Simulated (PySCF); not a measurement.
## Dipole response of Si⁺ (silicon, charge +1)

[Ne] 3s1 3p2, high-spin 4P determinant (an excited configuration). Computed with PySCF 2.14 in def2-QZVPPD (10s6p5d2f1g, 76 functions), with the non-relativistic Hamiltonian (point nucleus). Coupled (time-dependent) response in atomic units; α is the mean over directions.

```
method  mean α (bohr³)         α xx, yy, zz  C₆ (like pair)  S(−4)
   UHF           17.67  18.27, 17.37, 17.37           89.61  127.3
   PBE           18.17  18.07, 18.22, 18.22           92.40  139.6
  PBE0           17.88  18.02, 17.81, 17.81           90.58  133.5
PBEsol           18.18  18.03, 18.25, 18.25           92.48  139.7
  PW91           18.13  17.99, 18.20, 18.20           92.03  139.5
```

S(−4) is the Cauchy moment in α(ω) = α(0) + S(−4) ω² + …

α(iu) at UHF:

| u (hartree) | α(iu) (bohr³) |
| --- | --- |
| 0 | 17.67 |
| 0.0500 | 17.36 |
| 0.100 | 16.49 |
| 0.200 | 13.75 |
| 0.300 | 10.81 |
| 0.500 | 6.497 |
| 0.750 | 3.736 |
| 1.00 | 2.398 |
| 1.50 | 1.250 |
| 2.00 | 0.7910 |
| 3.00 | 0.4279 |
| 5.00 | 0.2064 |

A single London oscillator, α(iu) = α/(1 + u²/ω²), gives C₆ = (3/4) ω α². Matching the computed C₆ needs ω = 4 × 89.61 / (3 × 17.67²) = 0.383 hartree.

For an ion, C₆ is the dispersion term alone; charge-induced terms of lower order in 1/R come first.

The components differ because the open shell of this determinant is not spherical; for a pure term their mean is the scalar polarisability.
